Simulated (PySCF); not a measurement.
## SMILES CN=P1(NC)C=CC=C1, C$_{6}$H$_{11}$N$_{2}$P

Geometry:
```csv
atom,x (Å),y (Å),z (Å)
C1,-1.529,-2.054,0.456
N2,-0.248,-1.514,0.069
P3,0.122,0.000,-0.050
N4,1.711,0.034,-0.536
C5,2.640,-0.984,-0.084
C6,-0.760,1.117,-1.192
C7,-1.378,2.078,-0.495
C8,-1.079,2.096,0.931
C9,-0.245,1.137,1.346
H10,-1.849,-1.731,1.452
H11,-2.326,-1.812,-0.254
H12,-1.412,-3.139,0.474
H13,2.094,0.971,-0.577
H14,3.172,-0.706,0.830
H15,3.371,-1.183,-0.871
H16,2.056,-1.884,0.098
H17,-0.874,0.931,-2.246
H18,-2.037,2.820,-0.920
H19,-1.509,2.856,1.566
H20,0.076,0.978,2.362
```

Method: GIAO B3LYP/pcSseg-1 magnetisability, rotational g tensor and spin-rotation constants, non-relativistic, gas phase (PySCF). Geometry: GFN2-xTB.

**Question.** Give the nuclear spin-rotation constants along the inertial axes (H = +C I·J) beside the isotropic shieldings.

**Answer.** Rotational constants 1.9181, 1.2598, 0.9747 GHz. A star marks the isotopologue with that one atom substituted, in its own axes.
```
atom  isotope  Caa (kHz)  Cbb (kHz)  Ccc (kHz)  mean (kHz)  σ (ppm)
  N2      14N      0.067      0.041      0.035       0.048    248.8
  P3      31P      3.348      1.889      1.687       2.308    287.6
  N4      14N      0.118      0.011      0.053       0.060    232.1
 H10       1H     -0.133     -0.120      0.008      -0.082     28.8
 H11       1H     -0.090     -0.111     -0.020      -0.074     28.8
 H12       1H      0.009     -0.072     -0.094      -0.052     28.4
 H13       1H     -0.197     -0.004     -0.130      -0.110     31.2
 H14       1H     -0.204     -0.097      0.004      -0.099     29.6
 H15       1H     -0.098     -0.077     -0.058      -0.078     29.2
 H16       1H     -0.127      0.036     -0.098      -0.063     27.4
 H17       1H     -0.206     -0.167      0.112      -0.087     26.1
 H18       1H      0.117     -0.151     -0.049      -0.028     25.2
 H19       1H      0.060     -0.150     -0.022      -0.037     25.2
 H20       1H     -0.185     -0.169      0.104      -0.083     25.9
  C1     13C*      0.361      0.186      0.175       0.240    148.2
  C5     13C*      0.272      0.242      0.138       0.217    156.9
  C6     13C*      0.705      0.196      0.467       0.456     42.9
  C7     13C*      0.769      0.188      0.467       0.475     35.8
```
For the geometry as given, no vibrational averaging.
